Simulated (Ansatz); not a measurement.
Two isomers of C2H8BClSi: A = `BC[SiH](C)Cl`, B = `CC([SiH3])BCl`.

Isolated molecules relaxed with PBE0-D4/def2-TZVP in Ansatz; ΔE leaves out vibrations. CBS: MP2 limit from def2 TZ/QZ plus the TZ coupled-cluster correction, frozen cores. Functionals use def2-TZVPP. B3LYP here is the variant with VWN-RPA as its local correlation; programs differ in this. Each species was taken in one conformer, which may not be the lowest.

Question: Which isomer does CCSD(T)/CBS put lower? Give the gap. (Best estimate.)

Answer: Ansatz gave: A, by 14.8 kcal/mol.

Question: Give E(B) − E(A) in kcal/mol with B3LYP-D4, r2SCAN-D4, PBE-D4, B3LYP, HF/def2-TZVPP, ωB97M-V, CCSD/def2-TZVPP. (Estimate.)

Answer: Ansatz gave: B3LYP-D4 14.5, r2SCAN-D4 15.1, PBE-D4 12.9, B3LYP 14.7, HF/def2-TZVPP 16.7, ωB97M-V 15.3, CCSD/def2-TZVPP 14.1. None reverses the order clearly.

Largest T1 diagnostic: 0.011.

From PBE to PBE0 (25 % exact exchange), in def2-TZVPP and without D4, E(B) − E(A) moves by +1.2 kcal/mol. In def2-TZVPP, CCSD(T) changes the Hartree–Fock value by −3.2 kcal/mol (the triples alone add −0.6 kcal/mol) and MP2 by −2.3 kcal/mol.
